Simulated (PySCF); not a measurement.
H2FGa, singlet, at a GFN2-xTB geometry (such geometries of metal compounds can be far from the true shape), atoms displaced at random by about 0.08 Å a coordinate.

PySCF was given this input:
```python
from pyscf import gto, scf, dft

mol = gto.M(
    atom='''
Ga   -0.22524467   -0.28659560    0.04156073
H     0.64322439   -1.06555756    1.21974499
H    -1.47113648   -0.74461069   -0.53001260
F     0.68151207    1.22371708   -0.29081982
''',
    basis='6-31g',
    verbose=4,
)

mf = dft.RKS(mol)
mf.xc = 'b3lyp'
mf.kernel()
g = mf.nuc_grad_method()
grad = g.kernel()
```

### Question
Predict the number of basis functions from B3LYP/6-31G, gradient run with PySCF.

### Answer
40

### Question
Predict the Mulliken (on the basis functions themselves) charges in atom order from B3LYP/6-31G, gradient.

### Answer
Ga1 0.61, H2 -0.10, H3 -0.04, F4 -0.46

### Question
Estimate the nuclear repulsion energy that B3LYP/6-31G, gradient returns for this input.

### Answer
107.1567 Eh

### Question
Give the total energy at the level B3LYP/6-31G, gradient.

### Answer
-2025.5946 Eh

### Question
What HOMO-LUMO gap does B3LYP/6-31G, gradient give?

### Answer
6.40 eV

### Question
Predict the HOMO energy from B3LYP/6-31G, gradient.

### Answer
-8.35 eV
